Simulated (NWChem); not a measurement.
Everything below was run with NWChem. System: HIn, charge 0, spin multiplicity 1, at a geometry optimised with PBE/def2-SVP with def2 effective core potentials on In. The structure started from a generated list of species. Level: MP2/def2-SVP with def2 effective core potentials on In, 4 core orbitals frozen.

Job file:

```
start mol
memory heap 200 mb stack 900 mb global 1100 mb
geometry units angstroms nocenter noautoz
  In     0.000000     0.000000     0.037722
  H      0.000000     0.000000    -1.848379
  symmetry group C2v
end
basis spherical
  * library def2-svp
end
ecp
  In library def2-ecp
end
scf
  rhf
  nopen 0
  maxiter 100
  thresh 1e-7
  semidirect memsize 60000000 filesize 0
end
mp2
  freeze core 4
end
task mp2 energy
```

Output (cleaned and shortened):

```
             Northwest Computational Chemistry Package (NWChem) 7.3.0
             --------------------------------------------------------

                                NWChem Input Module
                                -------------------

 Scaling coordinates for geometry "geometry" by  1.889725989
 (inverse scale =  0.529177249)

 Turning off AUTOSYM since
 SYMMETRY directive was detected!

                             Geometry "geometry" -> ""
                             -------------------------

 Output coordinates in angstroms (scale by  1.889725989 to convert to a.u.)

  No.       Tag          Charge          X              Y              Z
 ---- ---------------- ---------- -------------- -------------- --------------
    1 In                  49.0000     0.00000000     0.00000000     0.03772200
    2 H                    1.0000     0.00000000     0.00000000    -1.84837900

 Effective nuclear repulsion energy (a.u.)      13.7477713023

            Nuclear Dipole moment (a.u.)
            ----------------------------
        X                 Y               Z
 ---------------- ---------------- ----------------
     0.0000000000     0.0000000000    -0.0000018897

      Symmetry information
      --------------------

 Group name             C2v
 Group number             16
 Group order               4
 No. of unique centers     2

      Symmetry unique atoms

     1    2


 Summary of "ao basis" -> "" (spherical)
 ------------------------------------------------------------------------------
       Tag                 Description            Shells   Functions and Types
 ---------------- ------------------------------  ------  ---------------------
 *                          def2-svp                  on all atoms

 Summary of "ao basis" -> "ao basis" (spherical)
 ------------------------------------------------------------------------------
       Tag                 Description            Shells   Functions and Types
 ---------------- ------------------------------  ------  ---------------------
 In                         def2-svp                10       26   4s4p2d
 H                          def2-svp                 3        5   2s1p

                                 NWChem SCF Module
                                 -----------------

  ao basis        = "ao basis"
  functions       =    31
  atoms           =     2
  closed shells   =    11
  open shells     =     0
  charge          =   0.00
  wavefunction    = RHF
  use symmetry    = T
  symmetry adapt  = T

 Summary of "ao basis" -> "ao basis" (spherical)
 ------------------------------------------------------------------------------
       Tag                 Description            Shells   Functions and Types
 ---------------- ------------------------------  ------  ---------------------
 In                         def2-svp                10       26   4s4p2d
 H                          def2-svp                 3        5   2s1p

      Symmetry analysis of basis
      --------------------------

        a1         15
        a2          2
        b1          7
        b2          7

 Forming initial guess at       0.0s

      Superposition of Atomic Density Guess
      -------------------------------------

 Sum of atomic energies:        -218.54958091

      Non-variational initial energy
      ------------------------------

 Total energy =    -189.591428
 1-e energy   =    -347.034756
 2-e energy   =     151.551426
 HOMO         =      -0.194282
 LUMO         =      -0.009520
[...]
 Vector   11  Occ=2.000000D+00  E=-2.804802D-01  Symmetry=a1
              MO Center=  1.6D-16,  1.9D-15, -2.5D-02, r^2= 3.6D+00
   Bfn.  Coefficient  Atom+Function         Bfn.  Coefficient  Atom+Function
  ----- ------------  ---------------      ----- ------------  ---------------
     4      0.425373  1 In s                  3      0.405741  1 In s
    13      0.320965  1 In pz                28     -0.318320  2 H  s
     1     -0.271729  1 In s                 27     -0.266893  2 H  s
    16      0.221792  1 In pz

 Vector   12  Occ=0.000000D+00  E= 2.324693D-02  Symmetry=b1
              MO Center=  6.8D-16, -9.9D-31,  3.0D-02, r^2= 5.6D+00
   Bfn.  Coefficient  Atom+Function         Bfn.  Coefficient  Atom+Function
  ----- ------------  ---------------      ----- ------------  ---------------
    14      0.805902  1 In px                11      0.287280  1 In px

 Vector   13  Occ=0.000000D+00  E= 2.324693D-02  Symmetry=b2
              MO Center=  1.5D-30, -4.0D-15,  3.0D-02, r^2= 5.6D+00
   Bfn.  Coefficient  Atom+Function         Bfn.  Coefficient  Atom+Function
  ----- ------------  ---------------      ----- ------------  ---------------
    15      0.805902  1 In py                12      0.287280  1 In py

 Vector   14  Occ=0.000000D+00  E= 1.405435D-01  Symmetry=a1
              MO Center=  1.6D-16, -9.5D-17,  1.6D-01, r^2= 7.7D+00
   Bfn.  Coefficient  Atom+Function         Bfn.  Coefficient  Atom+Function
  ----- ------------  ---------------      ----- ------------  ---------------
    16      1.410787  1 In pz                28      1.285854  2 H  s
     4     -0.814444  1 In s                 27      0.164490  2 H  s

 center of mass
 --------------
 x =   0.00000000 y =   0.00000000 z =   0.04029430

 moments of inertia (a.u.)
 ------------------
          12.691708724182           0.000000000000           0.000000000000
           0.000000000000          12.691708724182           0.000000000000
           0.000000000000           0.000000000000           0.000000000000

  Mulliken analysis of the total density
  --------------------------------------

    Atom       Charge   Shell Charges
 -----------   ------   -------------------------------------------------------
    1 In  21    20.71   2.60 -0.60  1.04  0.83  3.24  2.75  0.50  0.32  9.72  0.31
    2 H    1     1.29   0.65  0.63  0.01

       Multipole analysis of the density wrt the origin
       ------------------------------------------------

     L   x y z        total         open         nuclear
     -   - - -        -----         ----         -------
     0   0 0 0      0.000000      0.000000     22.000000

     1   1 0 0     -0.000000      0.000000      0.000000
     1   0 1 0     -0.000000      0.000000      0.000000
     1   0 0 1      0.211784      0.000000     -1.995961

     2   2 0 0    -16.692998      0.000000      0.000000
     2   1 1 0      0.000000      0.000000      0.000000
     2   1 0 1     -0.000000      0.000000      0.000000
     2   0 2 0    -16.692998      0.000000      0.000000
     2   0 1 1     -0.000000      0.000000      0.000000
     2   0 0 2    -24.666887      0.000000     12.307269

                   NWChem MP2 Semi-direct Energy/Gradient Module
                   ---------------------------------------------

  Basis functions       =     31
  Molecular orbitals    =     31
  Frozen core           =      4
  Frozen virtuals       =      0
  Active alpha occupied =      7
  Active beta occupied  =      7
  Active alpha virtual  =     20
  Active beta virtual   =     20
  Use MO symmetry       = T
  Use skeleton AO sym   = T

  AO/Fock/Back tols     =   1.0D-09  1.0D-09  1.0D-09

 GA uses MA = F    GA memory limited = T

 Available:
  local mem=  1.26D+08
 global mem=  1.44D+08
 local disk=  0.00D+00
  mp2_memr nvloc                    20
  nvloc new                    20
   1 passes of   7:        2097152                       5530                    237789.
   1 passes of   7: M    126150461           G      144177278           F     124053309.

 Semi-direct pass number   1 of   1  for RHF alpha+beta  at        0.3s
  vrange nnbf                   496
  mp2_eaftype                    10  avail_ma_in_mb                  1099
 EAF : mp2_eaftype filesize          10     118895.
  mp2_eaf for mointskh                     10
Node 0 wrote      0.6 Mb in      0.0 s     Agg I/O rate:   970.4 Mb/s
 Done moints_semi at        0.7s
  mp2_eaftype                    10  avail_ma_in_mb                  1089
 EAF : mp2_eaftype filesize          10     118895.
  mp2_eaf for kh                    10
 Done maket at        0.7s
 Done multipass loop at        0.7s

          -------------------------------------------
          SCF energy                -189.771697862494
          Correlation energy          -0.071228278071
          Singlet pairs               -0.054149231213
          Triplet pairs               -0.017079046858
          Total MP2 energy          -189.842926140565
          -------------------------------------------

          ---------------------------------------------------
                    Spin Component Scaled (SCS) MP2
          Same spin pairs                     -0.011386031239
          Same spin scaling factor             0.333333333333
          Opposite spin pairs                 -0.059842246833
          Opposite spin scaling fact.          1.200000000000
          SCS-MP2 correlation energy          -0.075606039946
          Total SCS-MP2 energy              -189.847303902439
          ---------------------------------------------------

 -----------------------
 Performance information
 -----------------------

 Timer overhead =  1.37D-07 seconds/call

               Nr. of calls         CPU time (s)                 Wall time (s)                GFlops
             ---------------    -------------------     ------------------------------   -------------------
Name         Min   Avg   Max    Min     Avg     Max     Min     Avg     Max   Mx/calls   Min     Max     Sum
mp2: moin     1     1     1   0.39    0.39    0.39     0.39    0.39    0.39    0.39      0.0     0.0     0.0
mp2: make     1     1     1   1.14E-2 1.14E-2 1.14E-2  1.14E-2 1.14E-2 1.14E-2 1.14E-2   0.0     0.0     0.0
mp2: tota     1     1     1   0.43    0.43    0.43     0.43    0.43    0.43    0.43      0.0     0.0     0.0

 The average no. of pstat calls per process was 3.00D+00
 with a timing overhead of 4.10D-07s

 Task  times  cpu:        0.7s     wall:        0.7s

 Total times  cpu:        0.7s     wall:        0.7s
```
